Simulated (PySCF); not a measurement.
C2H6BNO. Atoms are numbered in the order given.

```xyz
11

N      0.0487    -1.9220     0.0000
B      0.0432    -0.5246     0.0000
C      1.1012     0.6689     0.0000
C     -0.2197     1.4743     0.0000
O     -1.0728     0.2976     0.0000
H      0.8976    -2.4705     0.0000
H     -0.8055    -2.4670     0.0000
H      1.7248     0.7988    -0.8967
H      1.7248     0.7988     0.8967
H     -0.4021     2.0881    -0.8981
H     -0.4021     2.0881     0.8981
```
Charge 0, spin multiplicity 1.

The structure is a stationary point at B3LYP-D3(BJ)/def2-SVP. This is a generated structure with no PubChem entry under its InChIKey; it may be hypothetical. One conformer was computed; it need not be the lowest.

These are KT2/pcSseg-1 run with PySCF values and carry that method's errors.

GIAO shieldings, no solvent; atoms listed in one row are averaged. δ = σ(ref) − σ: ¹⁵N against NH3 (σ = 266.2 ppm); ¹¹B against BF3 (σ = 89.8 ppm); ¹³C against TMS (σ = 185.1 ppm); ¹⁷O against H2O (σ = 330.4 ppm); ¹H against TMS (σ = 31.47 ppm), references at their B3LYP-D3(BJ)/def2-TZVP geometries, non-relativistic.

```json
[
 {"nucleus": "¹⁵N", "atoms": "N1", "count": "1", "δ (ppm)": "70.5"},
 {"nucleus": "¹¹B", "atoms": "B2", "count": "1", "δ (ppm)": "20.4"},
 {"nucleus": "¹³C", "atoms": "C4", "count": "1", "δ (ppm)": "72.6"},
 {"nucleus": "¹³C", "atoms": "C3", "count": "1", "δ (ppm)": "16.5"},
 {"nucleus": "¹⁷O", "atoms": "O5", "count": "1", "δ (ppm)": "183.7"},
 {"nucleus": "¹H", "atoms": "H10, H11", "count": "2", "δ (ppm)": "4.77"},
 {"nucleus": "¹H", "atoms": "H7", "count": "1", "δ (ppm)": "3.00"},
 {"nucleus": "¹H", "atoms": "H6", "count": "1", "δ (ppm)": "2.73"},
 {"nucleus": "¹H", "atoms": "H8, H9", "count": "2", "δ (ppm)": "1.86"}
]
```
